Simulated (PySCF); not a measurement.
Sc²⁺ (scandium, charge +2) across methods

[Ar] 4p1, 2P determinant (an excited configuration). All numbers are calculated (PySCF 2.14, the non-relativistic Hamiltonian (point nucleus), in aug-cc-pwCVTZ (10s9p7d4f3g, 127 functions)).

```tsv
method	E (hartree)	mean ε 3p α (eV)	mean ε 3p β (eV)	mean ε 4p α (eV)	Σ⟨r²⟩ (bohr²)	⟨S²⟩
M06-2X	-759.621	-60.694	-60.600	-15.898	25.48	0.750
revPBE	-759.523	-55.750	-55.639	-14.795	25.55	0.750
r2SCAN	-759.584	-56.661	-56.566	-14.759	25.71	0.750
UHF	-758.82258	-65.109	-64.881	-16.558	26.55	0.750
PBE0	-759.439	-58.420	-58.273	-15.347	25.67	0.750
PBE	-759.391	-55.767	-55.643	-14.791	25.51	0.750
LDA	-757.661	-55.794	-55.667	-14.720	25.43	0.750
PW91	-759.627	-55.848	-55.724	-14.822	25.48	0.750
```
